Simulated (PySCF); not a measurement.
Isomers of C10H26N2Si, from PBE0-D3(BJ)/def2-SVP geometry optimisation, gas phase in PySCF 2.14.0. One conformer each, no zero-point energy, no frequencies.

Question: Which is lower in electronic energy at this level?
A. SiMe2(NHtBu)2 (`CC(C)(C)N[Si](C)(C)NC(C)(C)C`): A = 998.5, B = 417.6, C = 374.6 MHz, dipole 0.32 D
B. `CCN(CC)[Si](C)(C)N(CC)CC` (SiMe2(NEt2)2): A = 750.9, B = 533.1, C = 455.7 MHz, dipole 0.08 D

Answer: A. That is `CC(C)(C)N[Si](C)(C)NC(C)(C)C` (SiMe2(NHtBu)2), 13.2 kcal/mol below the other.

| SMILES | mapped SMILES | E (Eh) | relative (kcal/mol) | relative (kJ/mol) | dipole (D) |
| --- | --- | --- | --- | --- | --- |
| CC(C)(C)N[Si](C)(C)NC(C)(C)C | – | -794.65181 | 0.0 | 0.0 | 0.32 |
| CCN(CC)[Si](C)(C)N(CC)CC | – | -794.63079 | 13.2 | 55.2 | 0.08 |
